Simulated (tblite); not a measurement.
Species: C5H9FO2Si.
Cartesian coordinates in Å at the GFN2-xTB level; atoms count from 1:
```
atom  x, y, z in Å
O1     3.358   -0.762    1.288
C2     2.471   -0.224    0.671
C3     1.329   -0.924    0.097
C4     0.231   -0.378   -0.446
C5     0.018    1.111   -0.508
C6    -0.528    1.644    0.816
F7    -1.805    1.174    1.031
Si8   -1.196   -1.484   -1.069
O9    -2.405   -1.533    0.002
H10    2.493    0.874    0.514
H11    1.409   -2.002    0.150
H12    0.946    1.642   -0.723
H13   -0.701    1.349   -1.294
H14    0.075    1.309    1.665
H15   -0.601    2.736    0.808
H16   -0.766   -2.869   -1.151
H17   -1.628   -0.896   -2.341
H18   -2.709   -0.761    0.477
```

Computed values, GFN2-xTB/tblite, gas phase, harmonic and unscaled. This tight-binding method is rough: wavenumbers can miss measured ones by several per cent, in bad cases by 10 to 20. Modes of hydrogen on silicon can be 10 to 20 % off. One conformer, not necessarily the lowest.

Harmonic wavenumbers (cm⁻¹): 35.2, 40.6, 93.3, 118.8, 144.5, 158.5, 207.0, 226.7, 291.8, 343.0, 385.0, 405.2, 455.0, 536.0, 568.8, 596.3, 728.0, 738.3, 771.4, 815.9, 851.7, 888.9, 914.1, 920.7, 938.7, 1041.4, 1057.6, 1074.4, 1148.5, 1181.8, 1217.6, 1278.7, 1309.5, 1323.6, 1394.3, 1442.1, 1474.8, 1638.1, 1728.8, 2227.6, 2359.7, 2748.6, 2954.7, 2960.8, 2982.6, 2992.4, 3065.6, 3619.4.

A = 1682, B = 885.7, C = 667.4 MHz; mass 148.036 u (most abundant isotopes); point group C1, symmetry number 1.

**Question.** What is the zero-point energy?

**Answer.** Half the sum of the wavenumbers: 28198 cm⁻¹ = 337.33 kJ/mol.

**Question.** What is S at 400 K and 1 bar for an ideal gas of classical rigid rotors and harmonic oscillators?

**Answer.** Translation 177.29, rotation 129.85, vibration 197.32: S = 504.5 J/(mol K).

**Question.** And Cp and H(400 K) − H(0)?

**Answer.** Cp = 214.59 J/(mol K), of which vibrations give 181.34 (their classical limit is 48 R = 399.1); H(400 K) − H(0) = 52.34 kJ/mol without the zero-point energy, 39.04 from vibrations.

**Question.** What must be added to the electronic energy to get the Gibbs energy at 400 K and 1 bar?

**Answer.** ZPE + [H(400 K) − H(0)] − T·S = 337.33 + 52.34 − 201.78 = 187.89 kJ/mol.

**Question.** Blend soft modes into free rotors: weight 1/[1 + (100 cm⁻¹/ν̃)⁴] for the oscillator and the rest for a rotor with moment μB/(μ + B), μ = h/(8π²ν), B = 10⁻⁴⁴ kg m². What vibrational entropy results?

**Answer.** 178.28 J/(mol K) in place of 197.32, which changes −T·S at 400 K by +7.61 kJ/mol.

**Question.** How do the functions run with temperature in this model?

**Answer.** 
```csv
T (K),S (J/(mol K)),Cp (J/(mol K)),H − H(0) (kJ/mol),G − H(0) (kJ/mol),ln q(vib)
100,310.6,89.1,6.12,-24.94,2.61
200,386.2,133.3,17.27,-59.97,5.89
300,448.4,176.0,32.76,-101.76,9.01
500,555.9,246.6,75.45,-202.50,14.88
800,687.3,311.5,160.10,-389.76,22.88
1000,760.0,338.9,225.30,-534.66,27.70
```

q(vib) and H(0) count from the zero-point level.

Hindered rotation and anharmonicity are outside this model. Other conformers, if any are populated, would add a mixing term that is left out. The structure is chiral; the term R ln 2 for an equal mix with its mirror image is left out.
